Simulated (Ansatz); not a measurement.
One change: `C#CB[SiH2]C` becomes `C[SiH2]BO[SiH3]`.

Ansatz, PBE0-D4/def2-TZVP geometries, multiplicity 1. Each molecule was computed in one conformer, which needn't be the lowest.

```
                                      property  `C#CB[SiH2]C`
         HOMO–LUMO gap (B3LYP/def2-TZVPP) / eV           4.50
             LUMO energy (PBE/def2-TZVPP) / eV          -3.53
       HOMO–LUMO gap (ωB97M-V/def2-TZVPP) / eV           8.98
size of the dipole moment (PBE/def2-TZVPP) / D           1.60
            LUMO energy (PBE0/def2-TZVPP) / eV          -2.62
           HOMO–LUMO gap (PBE/def2-TZVPP) / eV           2.79
```

Q: Give the same properties after the change, and the shifts. (Estimate.)

A: The calculation gave: 
| property | `C[SiH2]BO[SiH3]` | shift |
| --- | --- | --- |
| HOMO–LUMO gap (B3LYP/def2-TZVPP) / eV | 5.83 | 1.33 |
| LUMO energy (PBE/def2-TZVPP) / eV | -2.14 | 1.39 |
| HOMO–LUMO gap (ωB97M-V/def2-TZVPP) / eV | 10.30 | 1.32 |
| size of the dipole moment (PBE/def2-TZVPP) / D | 1.22 | -0.38 |
| LUMO energy (PBE0/def2-TZVPP) / eV | -1.17 | 1.45 |
| HOMO–LUMO gap (PBE/def2-TZVPP) / eV | 3.99 | 1.20 |

With PBE0 the HOMO rises by 0.10 eV and the LUMO rises by 1.45 eV, so the gap widens by about 1.35 eV. PBE moves the HOMO by 0.20 eV and ωB97M-V by 0.05 eV. Dipoles are sizes alone; their direction can turn.

B3LYP here is the variant with VWN-RPA as its local correlation; programs differ in this.
